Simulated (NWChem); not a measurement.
Molecule: ZrH$_{4}$O; SMILES [OH][ZrH3]

```xyz
6

Zr     0.0009     0.3177     0.0000
O      0.0007    -1.5622    -0.0007
H      0.0069    -2.5202    -0.0013
H     -1.1470     0.8688     1.3550
H      1.7489     0.8660     0.3172
H     -0.5970     0.8692    -1.6720
```
Atoms are numbered in this order, from 1.

Level: PBE0/def2-SVP with def2 effective core potentials on Zr (NWChem), optimised geometry, unscaled harmonic frequencies. def2 effective core potentials on Zr; no spin-orbit coupling.

**Question.** List the harmonic frequencies with IR intensities, and the thermochemistry.

**Answer.** 
```tsv
frequency (cm⁻¹)	IR intensity (km/mol)
320	109.4
321	110.9
407	74.8
408	75.3
530	191.9
621	107.5
621	106.8
794	280.0
1672	624.9
1673	624.8
1719	138.4
4005	377.4
```

```json
{
  "zero_point_energy": "18.7 kcal/mol",
  "thermal correction to the enthalpy at 298.15 K (with zero-point energy)": "22.3 kcal/mol",
  "heat capacity Cv": "16.1 cal/(mol K)",
  "entropy at 298.15 K and 1 atm (symmetry number 3)": "65.9 cal/(mol K)"
}
```

Rigid rotor and harmonic oscillator.
